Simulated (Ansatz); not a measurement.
Cost and result for the atomization energy of CH3F2Ge, SMILES `[CH3][Ge]([F])[F]` radical (7 atoms, 6 bonds).

Z-matrix (Å, degrees):
```
C
Ge 1 1.964
H 1 1.089 2 109.5
H 1 1.089 2 109.5 3 121.5
H 1 1.092 2 105.9 3 -119.3
F 2 1.741 1 106.9 3 174.2
F 2 1.741 1 106.9 3 64.5
```

Charge 0, multiplicity 2. Correlated methods include outer-core shells of Ge, which these sets cover unevenly. Scalar relativity is left out up to krypton. The geometry is a stationary point of PBE0-D4/def2-TZVP. Program: Ansatz. Hardware: A = 2 threads of an AMD EPYC 7R13 on a shared host; B = 2 threads of an AMD EPYC 7R13 on a shared host and a share of an NVIDIA H100 80 GB. Times are those of one run each, without the atoms' runs, and a repeat can differ threefold. Electronic energies, without spin–orbit coupling; frozen cores. CCSD(T)/CBS adds CCSD(T) − MP2 in def2-TZVPP to the MP2 limit, and its time is that of the two runs behind it. T1 = 0.014; ⟨S²⟩ of the reference is 0.76. With those shells the extrapolation isn't a true limit. B3LYP takes the VWN-RPA correlation (the form of Gaussian; ORCA's B3LYP/G).

CCSD(T)/CBS is a level of theory with its own doubt, some kJ/mol a heavy atom from the limit and from the frozen cores, so smaller differences don't rank the functionals.

```csv
level,functions,wall time,atomization (kJ/mol),difference from CCSD(T)/CBS,per bond
LDA (SPW92)/def2-TZVPP [A],183,2.2 s,2883.1,388.4,64.7
BLYP-D4/def2-TZVPP [A],183,3.6 s,2497.2,2.5,0.4
revPBE-D4/def2-TZVPP [A],183,3.8 s,2476.8,-17.9,-3.0
PBE0-D4/def2-TZVPP [A],183,6.5 s,2481.4,-13.3,-2.2
B2PLYP/def2-TZVPP [A],183,8.5 s,2470.8,-23.9,-4.0
B3LYP-D4/def2-TZVPP (with forces) [A],183,9.5 s,2481.7,-13.0,-2.2
PBE-QIDH/def2-TZVPP [A],183,9.5 s,2473.0,-21.7,-3.6
MP2/def2-QZVPP [B],350,14 s,2540.4,45.7,7.6
B97M-V/def2-TZVPP [A],183,14 s,2506.3,11.6,1.9
CCSD(T)/def2-TZVPP [B],183,14 s,2439.4,-55.3,-9.2
ωB97X-V/def2-TZVPP [A],183,18 s,2501.1,6.4,1.1
CCSD(T)/def2-SVP [A],89,24 s,2333.0,-161.7,-27.0
CCSD(T)/CBS(def2),–,27 s,2494.7,0.0,0.0
```

From PBE to PBE0 (25 % exact exchange), in def2-TZVPP and without D4, the atomization energy moves by −66.1 kJ/mol: exact exchange takes away binding that semilocal exchange gives to molecules. Leaving LDA and LC-ωPBE aside and taking each functional with its dispersion term where it has one, the values, not all of them listed here, spread over 159.1 kJ/mol, from BHLYP-D4 to PBE-D4. LDA lies +344.7 kJ/mol from PBE without D4, its usual overbinding. At CCSD(T), def2-SVP lies −161.7 kJ/mol from the extrapolated value and def2-TZVPP −55.3 kJ/mol: correlation converges slowly with the basis, and small sets miss more of it in the bonded molecule than in its fragments.
